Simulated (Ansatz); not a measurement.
Ge₃H₅⁻. The state is a singlet with charge -1. Geometry PBE-D4/def2-SVPD; atoms count from 1.

```xyz
8

Ge   -0.749    1.554   -1.524
Ge    0.458   -0.485    2.207
Ge    0.404   -0.087   -0.177
H     1.930   -0.017   -0.634
H    -2.232    0.965   -1.542
H    -0.944   -1.211    2.436
H     1.403   -1.773    2.199
H    -0.270    1.054   -2.964
```

The restricted singlet is unstable towards broken spin symmetry in Hartree–Fock (as tested in another run); at PBE0-D4/def2-TZVPD this wasn't settled. The structure comes from a short search, and lower isomers may exist.

Estimate the Mulliken populations from the PBE0/def2-TZVPD orbitals of Ansatz.


```
atom  charge (e)
 Ge1       -0.54
 Ge2       -0.54
 Ge3       -0.22
  H4        0.08
  H5        0.06
  H6        0.06
  H7        0.06
  H8        0.06
```
Mulliken values and Mayer orders depend strongly on the basis. With diffuse functions, as here, like atoms can get unlike values, and bond orders can come out too low or too high.

And the Mayer bond orders between bonded heavy atoms (over 0.3)?

Ge1–Ge3 1.17 (2.42 Å); Ge2–Ge3 1.17 (2.42 Å).
